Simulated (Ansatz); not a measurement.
BrGeH$_{2}$N, SMILES `[NH2][Ge][Br]`. Total charge 0; spin multiplicity 1. Correlated methods include outer-core shells of Br, Ge, which these sets cover unevenly. Scalar relativity is left out up to krypton.

Cartesian coordinates in Å:
```
N 0.490 0.489 0.209
Ge -0.938 0.346 -0.895
Br -1.408 -1.925 -0.400
H 0.846 -0.258 0.786
H 1.010 1.348 0.300
```

Task: Give the diagnostics of a CCSD(T)/def2-TZVPP run (frozen core, Ansatz). (Best estimate.)

Result: Computed: T1 = 0.0120, largest single amplitude 0.050, largest double 0.057, (T) share of the correlation energy 3.8 %, 10 CCSD cycles. The RHF solution is stable towards an unrestricted one. T1 lies under the customary mark of 0.02 for closed shells.
